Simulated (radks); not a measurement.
Effect of the nuclear size on the terbium ion Tb+, [Xe] 4f9 6s1. Calculated with a radial shooting solver on a logarithmic mesh with Libxc functionals: Dirac Kohn-Sham, exchange-only LDA, spin-unpolarised, spherical densities, finite nucleus; open shells are shared between the two j in proportion to 2j + 1; Fermi nuclear charge, rms radius 5.06 fm. The rms radius is varied about that value; shifts are against it.

rms radius (fm),total energy shift (eV),density at nucleus (e/bohr^3),1s1/2 shift (meV),2s1/2 shift (meV),5s1/2 shift (meV),5p1/2 shift (meV),6s1/2 shift (meV),4f7/2 shift (meV),6p1/2 (empty) shift (meV)
4.129,-7.55,7.215e+05,-3110,-404,-3.18,0.219,-0.265,0.454,0.073
4.8778,-1.57,6.905e+05,-645,-83.8,-0.659,0.045,-0.055,0.094,0.015
5.06,0,6.839e+05,0.000,0.000,0.000,0.000,0.000,0.000,0.000
5.3079,2.20,6.754e+05,906,118,0.926,-0.064,0.077,-0.132,-0.021
6.2643,11.4,6.465e+05,4690,610,4.80,-0.330,0.400,-0.686,-0.110

Slopes of the eigenvalues against <r^2> in GHz/fm^2, as finite differences over the two radii next to the reference (eigenvalue slopes, not the field-shift constants of lines): 1s1/2 85600, 2s1/2 11100, 5s1/2 87.5, 5p1/2 -6.02, 6s1/2 7.30, 4f7/2 -12.5, 6p1/2 (empty) -2.00.
